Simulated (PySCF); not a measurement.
Predicted microwave data (PySCF, PBE0-D3(BJ)/def2-SVP geometry optimisation, gas phase) for one isomer of C6H9FO:

| Item | Value |
| --- | --- |
| Rotational constants | A = 2573, B = 2189, C = 1587 MHz |
| Dipole components | \|μa\| = 2.65 D, \|μb\| = 0.47 D, \|μc\| = 0.35 D |
| Inertial defect | -108.79 u·Å² |
| κ | 0.22 |

Question: Which candidate fits, each taken in the one conformer that was computed?
A. `[O:1]=[C:2]1[CH2:3][CH2:4][CH2:5][CH2:6][C@H:7]1[F:8]` with O1–C2–C3–C4 -121°, C2–C3–C4–C5 -53°, C3–C4–C5–C6 54°, C4–C5–C6–C7 -56°
B. `[CH3:1][O:2]/[CH:3]=[CH:4]/[CH2:5]/[CH:6]=[CH:7]\[F:8]` with C1–O2–C3–C4 -1°, C3–C4–C5–C6 -115°, C4–C5–C6–C7 -120°

Answer: A. It is O=C1CCCC[C@H]1F, an asymmetric top, point group C1. The candidates at the same level (rigid rotor, commonest isotopes):

```csv
SMILES,A (MHz),B (MHz),C (MHz),μa (D),μb (D),μc (D),Δ (u·Å²),point group,rotor
O=C1CCCC[C@H]1F,2573,2189,1587,2.65,0.47,0.35,-108.79,C1,asymmetric top
CO/C=C/C/C=C\F,6120,692.3,669.2,0.55,0.53,1.04,-57.43,C1,near-prolate asymmetric top
```

`CO/C=C/C/C=C\F` has A 138 % too high. No structure here is proved a minimum.
